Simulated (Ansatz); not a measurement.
Input for Ansatz (a program for electronic structure): R-CCSD(T)/aug-cc-pVTZ on AsH3 (SMILES [AsH3]) with ghost functions, monomers drawn apart or pushed together. The run froze 14 orbitals, filled d shells among them.

Ansatz 0.2 input:
```yaml
crystal:
  periodic: [false, false, false]
  atoms:
    - {symbol: As, position_ang: [-0.27387206, 0.37503454, 3.14002692]}
    - {symbol: H, position_ang: [0.51667365, -0.00118145, 4.37984117]}
    - {symbol: H, position_ang: [-1.60295063, -0.08047370, 3.71425815]}
    - {symbol: H, position_ang: [-0.46089987, 1.82066600, 3.56293402]}
basis:
  gaussian:
    orbitals: aug-cc-pVTZ
    ghost_atoms:
      - {symbol: F, position_ang: [0.83298341, -0.55984759, -0.25489031]}
      - {symbol: H, position_ang: [0.55077934, -0.32185962, 0.60610121]}
magnetization: {spin_polarized: false}
correlation: {method: ccsd_t, electrons: outside_noble_gas}
scf: {lower_state_search: off}
```

Program output:

```
WARN ansatz: RAYON_NUM_THREADS=2 ignored (pool sized by the plan → 2); use --threads N
Functional definition: HF
these checks for a lower state are left out or cut short: stability, starts, cluster_reference, orbital_swaps, neighbouring_geometries, increment
integrals: 0.78 GiB planned
1143 factors; integrals over basis functions are off by at most 1.1e-3 eV
mean field: 0.63 GiB planned
mean field evaluation 1: about -60843.4286 eV, gradient 8.7e0 eV
mean field evaluation 2: about -60843.4418 eV, gradient 8.8e0 eV
mean field evaluation 4: about -60843.9505 eV, gradient 8.7e-1 eV
mean field evaluation 8: about -60843.9552 eV, gradient 8.3e-4 eV
mean field -60843.95518293 eV, -2235.9741114585 hartree, gradient 1.8e-6 eV, S^2 0.000000; 0 other end points of the search recorded, 0 dependent functions left out
14 core orbitals not correlated
reference -60843.95518293 eV, -2235.9741114585 hartree; 4, 4 occupied and 179, 179 virtual orbitals, 1143 factors
second order -4.35230097 eV of doubles, -0.00000000 eV of singles
coupled cluster: 2.14 GiB planned
cycle   1  -4.87210768 eV  change   -5.2e-1 eV  update   5.6e-2
cycle   2  -5.06808510 eV  change   -2.0e-1 eV  update   2.0e-2
cycle   3  -5.07943723 eV  change   -1.1e-2 eV  update   5.6e-3
cycle   4  -5.07794379 eV  change    1.5e-3 eV  update   1.9e-3
cycle   5  -5.07743464 eV  change    5.1e-4 eV  update   5.3e-4
cycle   6  -5.07740684 eV  change    2.8e-5 eV  update   1.7e-4
cycle   7  -5.07743325 eV  change   -2.6e-5 eV  update   5.7e-5
cycle   8  -5.07743908 eV  change   -5.8e-6 eV  update   1.9e-5
cycle   9  -5.07743729 eV  change    1.8e-6 eV  update   6.6e-6
perturbative correction -0.16720159 eV, -0.0061445450 hartree
Total energy: -60849.19982181 eV, -2236.1668483823 hartree
Checks for a lower state left out: stability, starts, cluster_reference, orbital_swaps, neighbouring_geometries, increment
```

The calculation finished and met its thresholds.

Cost: roughly 19 core-seconds.
